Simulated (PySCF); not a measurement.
Li(Me) (CH3Li), SMILES [Li][CH3].

The structure is a stationary point at PBE0-D3(BJ)/def2-TZVPD. The isomer is the one that the SMILES or the coordinates give; other isomers of the formula were not compared.

All values below come from PBE0-D3(BJ)/def2-TZVPD (PySCF 2.14.0).

Frequencies are harmonic and unscaled.

Modes within 1.5 cm⁻¹ of each other (mostly degenerate sets) share a row, with their intensities summed.

Computed normal modes with their intensities:
```tsv
mode	ν (cm⁻¹)	IR (km/mol)	moving atoms (share of kinetic energy)
1–2	432	329.0	H 80 %, C 14 %
3	643	30.5	Li 68 %, C 26 %
4	1084	0.8	H 83 %, C 16 %
5–6	1435	8.3	H 94 %
7	2982	69.2	H 97 %
8–9	3055	87.6	H 91 %, C 9 %
```
